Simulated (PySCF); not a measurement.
Compound: C₅H₉FN₃ (charge +1).
Geometry (GFN2-xTB, Å), atoms numbered from 1 in this order:
```xyz
18
C5H9FN3 angstrom
C     -1.7471    1.5536    0.0655
C     -0.5598    0.6803    0.0288
C      0.7939    0.9718    0.0503
F      1.4188    2.1177    0.1096
N      1.4606   -0.2031   -0.0027
C      2.8801   -0.4166   -0.0043
N      0.6100   -1.1880   -0.0553
N     -0.5847   -0.6745   -0.0370
C     -1.7400   -1.5194   -0.0848
H     -1.4401    2.5948    0.1205
H     -2.3673    1.3234    0.9315
H     -2.3563    1.4133   -0.8273
H      3.3888    0.5436    0.0531
H      3.1566   -1.0368    0.8485
H      3.1701   -0.9380   -0.9166
H     -2.3426   -1.2862   -0.9633
H     -2.3492   -1.3779    0.8086
H     -1.4007   -2.5519   -0.1365
```

NICS is the negative of the GIAO shielding at a point without a nucleus: at the ring centre (0) and 1 Å above and below it (1); zz is the component along the ring normal. Level: GIAO PBE0/pcSseg-1 (PySCF, non-relativistic, gas phase) on the GFN2-xTB geometry, one conformer.

Ring bond lengths (Å), with Mayer bond orders in brackets: C2–C3 1.385 (1.40), C3–N5 1.352 (1.15), N5–N7 1.302 (1.23), N7–N8 1.300 (1.29), N8–C2 1.357 (1.04).

Problem. Give the NICS values of each ring in ppm.

Solution. 
```
          ring                                                 type  NICS(0)  NICS(1), two faces  NICS(1)zz, two faces  rms pucker (Å)  centre to ring atoms, mean (Å)
C2–C3–N5–N7–N8  5-membered ring with 3 N; formal bonds all aromatic    -14.8       -11.6 / -11.6         -27.1 / -27.1            0.00                            1.14
```

Problem. What can be read from them?

Solution. 
- C2–C3–N5–N7–N8: mean NICS(1)zz -27.1 ppm, shielded. The ring is flat and has no four-coordinate atom; by the NICS criterion it is aromatic.

Problem. What does the geometric index give? HOMA = 1 − mean of α(R − Ropt)² over the ring bonds, with Krygowski's 1993 parameters (CC: Ropt 1.388 Å, α 257.7 Å⁻²; CN: Ropt 1.334 Å, α 93.52 Å⁻²; NN: Ropt 1.309 Å, α 130.33 Å⁻²).

Solution. 
- C2–C3–N5–N7–N8: HOMA 0.98; the largest term is that of N8–C2, α(R − Ropt)² = 0.05. The geometric and the magnetic index point the same way.

Problem. List the ring angles and the Hirshfeld charges of the ring atoms.

Solution. 
- C2–C3–N5–N7–N8: C2 103.2° (+0.060 e), C3 107.4° (+0.155 e), N5 109.7° (+0.083 e), N7 107.5° (-0.003 e), N8 112.2° (+0.097 e); sum 540.0° against 540° for a flat convex ring.

Problem. How shielded are the nuclei of the rings and their hydrogens (means over atoms taken as equivalent)?

Solution. 
```tsv
atoms	environment	σ isotropic (ppm)
C2	substituted aromatic carbon	54.4
C3	aromatic C–F carbon	25.7
N5	ring nitrogen	16.1
N7	ring nitrogen	-101.9
N8	three-coordinate ring nitrogen	-0.8
```
